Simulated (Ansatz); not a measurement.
Geometry optimisation, RKS PBE0/def2-SVP in Ansatz 0.2.0.

Input:

```yaml
crystal:
  periodic: [false, false, false]
  atoms:
    - { symbol: W, position_ang: [-0.032653, 0.01811, -0.079734] }
    - { symbol: O, position_ang: [-0.341515, 0.250456, 1.785647] }
    - { symbol: H, position_ang: [-0.844239, -0.315356, 2.38966] }
    - { symbol: F, position_ang: [1.721489, -0.296416, -0.664306] }
    - { symbol: F, position_ang: [-0.452859, 1.798124, -0.292966] }
    - { symbol: H, position_ang: [-1.648177, -0.499873, -0.07179] }
    - { symbol: F, position_ang: [0.076683, -1.804407, 0.330795] }
    - { symbol: F, position_ang: [-0.47308, -0.206932, -1.867905] }
    - { symbol: S, position_ang: [2.286425, 2.150038, 1.698187] }
    - { symbol: H, position_ang: [3.129735, 1.108197, 1.888603] }
    - { symbol: H, position_ang: [1.30359, 1.568259, 2.469908] }
basis:
  gaussian: { orbitals: def2-SVP }
hamiltonian:
  xc: pbe0
relax:
  f_tol: 0.03
  max_steps: 50
output:
  orbitals: {}
```

Command:

```bash
$ ansatz run input.yaml --threads 4 --pin off --max-ram 5120MiB --backend cpu --events-out ev --progress --plain --runs-dir out
```

Problem. Where does it end, and by what steps?

Solution. The forces met the threshold. The force dipped under the threshold on the way, but the program's further checks kept it going. After 23 steps the energy has fallen by 0.148 eV; H11 moved furthest, 0.69 Å. Joined: W1–S9 (3.62 → 3.02 Å).

| step | energy less start (eV) | largest force component (eV/Å) | accepted |
| --- | --- | --- | --- |
| 0 | 0.0000 | 1.057 | yes |
| 1 | -0.0539 | 0.351 | yes |
| 2 | -0.0619 | 0.812 | yes |
| 3 | -0.0951 | 0.107 | yes |
| 4 | -0.1032 | 0.195 | yes |
| 5 | -0.1064 | 0.687 | yes |
| 6 | -0.1200 | 0.323 | yes |
| 7 | -0.1237 | 0.338 | yes |
| 8 | -0.1297 | 0.516 | yes |
| 9 | -0.1368 | 0.164 | yes |
| 10 | -0.1381 | 0.190 | yes |
| 11 | -0.1411 | 0.082 | yes |
| 12 | -0.1415 | 0.057 | yes |
| 13 | -0.1438 | 0.191 | yes |
| 14 | -0.1374 | 0.541 | no |
| 15 | -0.1455 | 0.093 | yes |
| 16 | -0.1468 | 0.060 | yes |
| 17 | -0.1474 | 0.101 | yes |
| 18 | -0.1476 | 0.058 | yes |
| 19 | -0.1478 | 0.050 | yes |
| 20 | -0.1479 | 0.070 | yes |
| 21 | -0.1481 | 0.033 | yes |
| 22 | -0.1482 | 0.019 | yes |
| 23 | -0.1483 | 0.018 | yes |

```xyz
11
Properties=species:S:1:pos:R:3
W 0.068 0.047 0.049
O -0.322 -0.008 1.869
H -0.893 -0.585 2.388
F 1.827 -0.448 -0.450
F -0.545 1.800 -0.061
H -1.575 -0.312 -0.100
F -0.063 -1.825 0.151
F -0.214 0.034 -1.792
S 2.131 1.894 1.262
H 2.849 0.937 1.887
H 1.463 2.236 2.385
```

Whether the end is a true minimum wasn't checked by a vibrational analysis.

The run took 99 s on 4 threads of Arm Neoverse V1 (shared host), peak memory 0.43 GiB.
